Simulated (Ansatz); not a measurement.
CH$_{4}$GeOS (`C[S][Ge][OH]`), relaxed with RKS PBE0-D4/def2-TZVP in Ansatz from a GFN2-xTB geometry. The force threshold is 0.005 eV/Å; the program also tests the step.

Total charge 0; spin multiplicity 1.

Start:

```xyz
8

C     0.612    1.191    0.921
S    -0.330   -0.353    0.654
Ge   -0.214   -0.561   -1.609
O    -1.043   -2.091   -1.805
H    -0.061    1.930    1.343
H     1.409    0.973    1.625
H     1.030    1.554   -0.016
H    -1.403   -2.643   -1.113
```

| step | energy (eV) | largest force (eV/Å) | largest move (Å) |
| --- | --- | --- | --- |
| 1 | -70491.6146 | 0.676 | 0.000 |
| 2 | -70491.6416 | 0.445 | 0.082 |
| 3 (rejected) | -70491.6126 | 1.503 | 0.132 |
| 4 | -70491.6617 | 0.235 | 0.063 |
| 5 | -70491.6669 | 0.127 | 0.058 |
| 6 | -70491.6676 | 0.018 | 0.007 |
| 7 | -70491.6676 | 0.004 | 0.008 |
| 8 | -70491.6676 | 0.010 | 0.007 |
| 9 | -70491.6676 | 0.006 | 0.003 |
| 10 | -70491.6676 | 0.001 | 0.001 |

End:

```xyz
8

C     0.583    1.154    0.905
S    -0.332   -0.386    0.625
Ge   -0.123   -0.577   -1.595
O    -1.034   -2.096   -1.817
H    -0.081    1.888    1.359
H     1.417    0.957    1.578
H     0.972    1.558   -0.032
H    -1.401   -2.498   -1.024
```

Run time 24 s (2 threads of an AMD EPYC 7R13 on a shared host and a share of an NVIDIA H100 80 GB); peak host memory 0.89 GiB.
